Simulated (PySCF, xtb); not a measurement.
F3ISi. Atoms are numbered in the order given.

```xyz
5

F     -1.2930     0.7465     1.7542
Si     0.0000     0.0000     1.1841
F      0.0000    -1.4931     1.7542
F      1.2930     0.7465     1.7542
I      0.0000     0.0000    -1.2064
```

The structure is a stationary point at r2SCAN-D4/def2-SVP. The def2 effective core potentials stand for the cores of I; spin–orbit coupling is left out.

Level of theory: PySCF 2.14.0 with IEF-PCM-M06-2X/def2-SVP.

The values are the electrostatic part of the solvation free energy, E(continuum) − E(gas) at the gas-phase geometry, in a cavity of scaled van der Waals radii (PySCF's table); cavitation and dispersion terms are not included. In vacuum the orbital gap is 9.84 eV. The dipole moment in vacuum is 1.15 D.

### Question
Estimate the values in water (ε = 78.36), 1-octanol (ε = 9.86), 2-propanol (ε = 19.26). (An estimate is asked for; the answer gives what the named calculation found.)

### Answer

```tsv
solvent	ε	ΔG(elec) (kcal/mol)	dipole (D)	gap (eV)
water	78.36	-1.9	1.40	9.83
1-octanol	9.86	-1.6	1.37	9.83
2-propanol	19.26	-1.8	1.39	9.83
```

For comparison, GFN2-xTB/ALPB(water) (xtb, at the GFN2-xTB geometry, all terms of that model) gives 1.1 kcal/mol.
